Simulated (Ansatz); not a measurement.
A structure drawn as `BOCN`, with this starting geometry:

Cartesian coordinates in Å:
```
B -1.5191 -0.8070 -0.3474
O -0.6078 -0.1617 0.5072
C 0.5272 0.2049 -0.2642
N 1.4858 0.8762 0.7216
H -2.3847 -0.1662 -0.9592
H -1.5503 -2.0003 -0.5303
H 0.2741 0.9148 -1.0225
H 1.0121 -0.6863 -0.6346
H 1.7273 0.1565 1.4433
H 1.0355 1.6689 1.0861
```

Charge 0, multiplicity 1.

Task: Relax it with Ansatz at PBE-D4/def2-SVP and then PBE0-D4/def2-TZVP. Is the drawn bonding still there?

Result: Yes, every drawn bond is still there and no new one forms.

Task: Give the relaxed structure. (An estimate is asked.)

Result: The calculation gave: 
Z-matrix (Å, degrees):
```
C
O 1 1.440
N 1 1.414 2 113.7
H 1 1.094 2 108.5 3 -122.5
H 1 1.092 2 106.0 3 120.1
B 2 1.339 1 121.9 3 118.5
H 3 1.011 1 112.2 2 -63.4
H 3 1.011 1 112.0 2 59.4
H 6 1.205 2 120.2 1 0.1
H 6 1.197 2 117.4 1 -179.6
```
All modes are real.

Atoms count as bonded under 1.1 times the sum of their covalent radii (H–H under 0.85 Å, pairs among N, O and F under 1.55 Å), and a drawn bond as lost past 1.3 times.
